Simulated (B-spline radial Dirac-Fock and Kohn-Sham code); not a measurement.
## Si: computed levels beside tabulated edges

Model: Dirac-Fock (average of configuration) total-energy differences with a finite nucleus, the Breit interaction including its frequency dependence, and self-energy and vacuum-polarisation corrections. Program: a radial B-spline solver. No correlation.

Two models are given for 1s2 2s2 2p6 3s2 3p2. In the first the electron is removed to infinity. In the second it is placed in the 3p shell, so that the atom stays neutral; this mimics a hole screened by valence charge, or the onset of absorption below the ionisation limit. The tabulated edges (Elam, Ravel and Sieber, Radiat. Phys. Chem. 63, 121 (2002)) refer to the element in its standard state, with the Fermi level as zero for a metal.

```csv
level,ionised (eV),screened (eV),tabulated (eV)
K (1s),1848.7,1839.7,1839.0
L1 (2s),161.4,152.6,149.7
L3 (2p3/2),107.9,99.12,99.20
```

Q: Which of the two models lies closer to the table on average?

A: The screened model lies closer: the mean absolute deviations are 10.0 eV (ionised) and 1.2 eV (screened). Screening lowers the levels by 8.8 eV on average.
